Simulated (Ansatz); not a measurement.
Consider the substitution at a C–Sn bond: `C#[C][SnH]([CH3])[Cl]` + `[OH][InH2]` → `C[O][InH2]` + `C#[C][SnH2][Cl]`.

Program: Ansatz. Geometries: PBE0-D4/def2-TZVP. ΔE: electronic, gas phase. CCSD(T)/CBS adds triple-zeta CCSD(T) − MP2 to the extrapolated MP2 energy (def2 sets, frozen cores). def2 core potentials past Kr. For In, Sn outer-core shells are correlated without core-valence functions, which leaves a few kJ/mol of doubt a bond.

| species | MP2/def2-SVP energy (Eh) |
| --- | --- |
| `C#[C][SnH]([CH3])[Cl]` | -789.73711 |
| `[OH][InH2]` | -266.02193 |
| `C[O][InH2]` | -305.15069 |
| `C#[C][SnH2][Cl]` | -750.57705 |

(1) Work out ΔE.

Largest T1 diagnostic among the species: 0.017.

Answers

(1) ΔE = (-305.15069) + (-750.57705) − (-789.73711) − (-266.02193) = 0.03130 Eh = +82.2 kJ/mol. CCSD(T)/CBS gives +104.8 kJ/mol.

At CCSD(T), def2-SVP lies −32.9 kJ/mol from the extrapolated value and def2-TZVPP −6.5 kJ/mol. In def2-TZVPP, CCSD(T) changes the Hartree–Fock value by +16.2 kJ/mol (the triples alone add +1.6 kJ/mol) and MP2 by +26.9 kJ/mol.
